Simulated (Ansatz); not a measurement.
Ansatz (an electronic-structure program) input:

Ansatz 0.2 input:
```yaml
crystal:
  periodic: [false, false, false]
  atoms:
    - {symbol: C, position_ang: [1.69085264, -0.46144252, -0.53549595]}
    - {symbol: C, position_ang: [0.84940803, 0.22496867, 0.23837609]}
    - {symbol: C, position_ang: [-0.46663568, 0.63470500, -0.25273746]}
    - {symbol: O, position_ang: [-1.55451460, -0.26660527, 0.53497634]}
    - {symbol: H, position_ang: [1.43006190, -0.75902949, -1.54498677]}
    - {symbol: H, position_ang: [2.68197121, -0.72519755, -0.19068164]}
    - {symbol: H, position_ang: [1.13147052, 0.54232096, 1.23510990]}
    - {symbol: H, position_ang: [-0.65591085, 0.42426682, -1.30099558]}
    - {symbol: H, position_ang: [-0.80136117, 1.62178434, 0.05099306]}
    - {symbol: H, position_ang: [-1.31389592, -1.21243209, 0.52772379]}
    - {symbol: H, position_ang: [-2.47796867, -0.14825773, 0.24217057]}
basis:
  gaussian:
    orbitals: def2-TZVPD
hamiltonian:
  xc: {name: r2SCAN0}
total_charge: 1
output: {forces: true}
```

Task: Which total energy does the run end on?

Result: -193.36688 Eh (r2SCAN0/def2-TZVPD). The basis has 214 functions.

It need not be the lowest isomer of its formula.
